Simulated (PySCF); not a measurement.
C₆H₁₁PS₂.
Bonds: C1–C2 (double), C2–P3, P3–S4 (double), P3–C5, C5–C6, C6–S7, S7–C8, C8–C9, P3–C9. Hydrogens: H10, H11 on C1; H12 on C2; H13, H14 on C5; H15, H16 on C6; H17, H18 on C8; H19, H20 on C9.

The same species was optimised twice, with GFN2-xTB and with PBE0-D3(BJ)/def2-SVP (PySCF), and the same property calculations (PySCF, gas phase) were run on both structures.

```json
{"coordinate": "P3=S4 (Å)", "GFN2-xTB": "1.935", "PBE0-D3(BJ)/def2-SVP": "1.954", "change": "+0.019"}
{"coordinate": "P3–C5 (Å)", "GFN2-xTB": "1.851", "PBE0-D3(BJ)/def2-SVP": "1.835", "change": "-0.016"}
{"coordinate": "P3–C9 (Å)", "GFN2-xTB": "1.851", "PBE0-D3(BJ)/def2-SVP": "1.835", "change": "-0.016"}
{"coordinate": "C1=C2 (Å)", "GFN2-xTB": "1.322", "PBE0-D3(BJ)/def2-SVP": "1.333", "change": "+0.011"}
{"coordinate": "C2–P3 (Å)", "GFN2-xTB": "1.816", "PBE0-D3(BJ)/def2-SVP": "1.809", "change": "-0.007"}
{"coordinate": "C8–C9 (Å)", "GFN2-xTB": "1.518", "PBE0-D3(BJ)/def2-SVP": "1.523", "change": "+0.005"}
{"coordinate": "C5–C6 (Å)", "GFN2-xTB": "1.518", "PBE0-D3(BJ)/def2-SVP": "1.523", "change": "+0.005"}
{"coordinate": "S7–C8 (Å)", "GFN2-xTB": "1.820", "PBE0-D3(BJ)/def2-SVP": "1.816", "change": "-0.004"}
{"coordinate": "C6–S7 (Å)", "GFN2-xTB": "1.820", "PBE0-D3(BJ)/def2-SVP": "1.816", "change": "-0.004"}
{"coordinate": "S7–C8–C9 (°)", "GFN2-xTB": "111.4", "PBE0-D3(BJ)/def2-SVP": "113.5", "change": "+2.1"}
{"coordinate": "C5–C6–S7 (°)", "GFN2-xTB": "111.6", "PBE0-D3(BJ)/def2-SVP": "113.6", "change": "+2.0"}
{"coordinate": "P3–C5–C6 (°)", "GFN2-xTB": "108.8", "PBE0-D3(BJ)/def2-SVP": "110.7", "change": "+1.9"}
{"coordinate": "P3–C9–C8 (°)", "GFN2-xTB": "108.8", "PBE0-D3(BJ)/def2-SVP": "110.8", "change": "+2.0"}
{"coordinate": "C2–P3–C9 (°)", "GFN2-xTB": "103.7", "PBE0-D3(BJ)/def2-SVP": "105.1", "change": "+1.4"}
{"coordinate": "C2–P3–C5 (°)", "GFN2-xTB": "103.8", "PBE0-D3(BJ)/def2-SVP": "105.2", "change": "+1.4"}
{"coordinate": "C2–P3–S4 (°)", "GFN2-xTB": "116.8", "PBE0-D3(BJ)/def2-SVP": "115.6", "change": "-1.2"}
{"coordinate": "C6–S7–C8 (°)", "GFN2-xTB": "98.8", "PBE0-D3(BJ)/def2-SVP": "99.9", "change": "+1.1"}
{"coordinate": "C1–C2–P3–S4 (°)", "GFN2-xTB": "0", "PBE0-D3(BJ)/def2-SVP": "1", "change": "+1"}
```

Rotational constants: A = 1767, B = 703.0, C = 668.1 MHz (GFN2-xTB) against A = 1775, B = 690.8, C = 659.5 MHz (PBE0-D3(BJ)/def2-SVP). Point groups within 0.08 Å: Cs and Cs. Atoms that the bonding makes alike are paired by their places after alignment.

On the GFN2-xTB structure: HOMO (eV) -6.57 [PBE0/pcSseg-1]; LUMO (eV) -0.85 [PBE0/pcSseg-1]; dipole (D) 3.45 [PBE0/pcSseg-1]; GIAO shielding of C1 (ppm) 41.0 [PBE0/pcSseg-1]; GIAO shielding of C2 (ppm) 45.3 [PBE0/pcSseg-1]; GIAO shielding of P3 (ppm) 298.4 [PBE0/pcSseg-1]; GIAO shielding of S4 (ppm) 813.8 [PBE0/pcSseg-1]; GIAO shielding of C5/C9 (mean) (ppm) 146.3 [PBE0/pcSseg-1]; GIAO shielding of C6/C8 (mean) (ppm) 156.0 [PBE0/pcSseg-1]; GIAO shielding of S7 (ppm) 475.4 [PBE0/pcSseg-1].

Question: What do these properties become on the PBE0-D3(BJ)/def2-SVP structure?

Answer: 
```tsv
property	level	on GFN2-xTB	on PBE0-D3(BJ)/def2-SVP	change
HOMO (eV)	PBE0/pcSseg-1	-6.57	-6.49	+0.08
LUMO (eV)	PBE0/pcSseg-1	-0.85	-0.98	-0.13
dipole (D)	PBE0/pcSseg-1	3.45	3.71	+0.26
energy, GFN2-xTB geometry as zero (kcal/mol)	PBE0/pcSseg-1	0.0	-1.6	-1.6
GIAO shielding of C1 (ppm)	PBE0/pcSseg-1	41.0	35.7	-5.3
GIAO shielding of C2 (ppm)	PBE0/pcSseg-1	45.3	44.9	-0.4
GIAO shielding of P3 (ppm)	PBE0/pcSseg-1	298.4	299.0	+0.6
GIAO shielding of S4 (ppm)	PBE0/pcSseg-1	813.8	801.6	-12.2
GIAO shielding of C5/C9 (mean) (ppm)	PBE0/pcSseg-1	146.3	147.9	+1.6
GIAO shielding of C6/C8 (mean) (ppm)	PBE0/pcSseg-1	156.0	156.3	+0.3
GIAO shielding of S7 (ppm)	PBE0/pcSseg-1	475.4	496.5	+21.1
```

The heavy atoms differ by 0.028 Å rms after alignment (one structure mirrored). Among bonds between heavy atoms P3=S4 changes most (+0.019 Å). Changes are differences of the printed values. Neither structure is proved a minimum here.
